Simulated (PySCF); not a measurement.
C3H11Si3, SMILES [CH]1[SiH2]C[SiH2]C[SiH2]1, doublet, GFN2-xTB optimised geometry.

```
17

C     -1.13     0.39     2.62
Si    -1.33     1.05     0.90
C      0.32     0.75     0.00
Si     0.94    -1.05     0.00
C      0.31    -2.02     1.51
Si     0.03    -0.99     3.08
H     -1.72     0.84     3.41
H     -1.66     2.49     0.92
H     -2.41     0.35     0.18
H      0.24     1.10    -1.03
H      1.08     1.38     0.47
H      0.49    -1.72    -1.23
H      2.41    -1.05     0.00
H      1.00    -2.83     1.72
H     -0.64    -2.49     1.24
H     -0.55    -1.82     4.16
H      1.32    -0.46     3.56
```

Density from unrestricted CAM-B3LYP/def2-SVP run with PySCF 2.14.0 at that geometry.

Minimum of the electron density along straight lines between bonded atoms, close to the bond critical point (lines longer than 1.1 times the sum of covalent radii, or with two minima, are not listed):

```tsv
bond	length / Å	ρ at the minimum / e bohr⁻³	∇²ρ there / e bohr⁻⁵	position (fraction from the first atom)
C1–Si2	1.861	0.114	0.38	0.62
Si2–C3	1.901	0.110	0.32	0.38
C3–Si4	1.903	0.109	0.31	0.62
Si4–C5	1.902	0.110	0.32	0.38
C1–Si6	1.861	0.114	0.40	0.62
C5–Si6	1.901	0.110	0.32	0.62
C1–H7	1.081	0.275	-1.01	0.64
Si2–H8	1.473	0.116	0.33	0.49
Si2–H9	1.474	0.115	0.33	0.49
C3–H10	1.089	0.268	-0.94	0.63
C3–H11	1.090	0.267	-0.93	0.62
Si4–H12	1.473	0.116	0.33	0.49
Si4–H13	1.473	0.116	0.33	0.49
C5–H14	1.089	0.268	-0.94	0.63
Si6–H16	1.473	0.116	0.32	0.49
Si6–H17	1.474	0.115	0.33	0.49
```
